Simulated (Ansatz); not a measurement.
Ansatz results at the PBE0-D4/def2-TZVP geometry: HOMO energy (B3LYP/def2-TZVPP) -7.05 eV; LUMO energy (ωB97M-V/def2-TZVPP) 1.94 eV; LUMO energy (B3LYP/def2-TZVPP) 0.11 eV.

Each molecule was computed in one conformer, which needn't be the lowest.

Task: Which molecule gave them?
A. `C=CC(C)=S`
B. `[CH3][Sb]([SiH3])[SH]`
C. `N[SiH](O)S[SiH3]`
D. `FC1([SiH3])C=C1`

Result: C. The others give `[CH3][Sb]([SiH3])[SH]`: -6.73, 0.64, -1.31; `FC1([SiH3])C=C1`: -7.86, 1.50, -0.85; `C=CC(C)=S`: -6.08, -0.45, -2.70.

B3LYP here is the variant with VWN-RPA as its local correlation; programs differ in this.
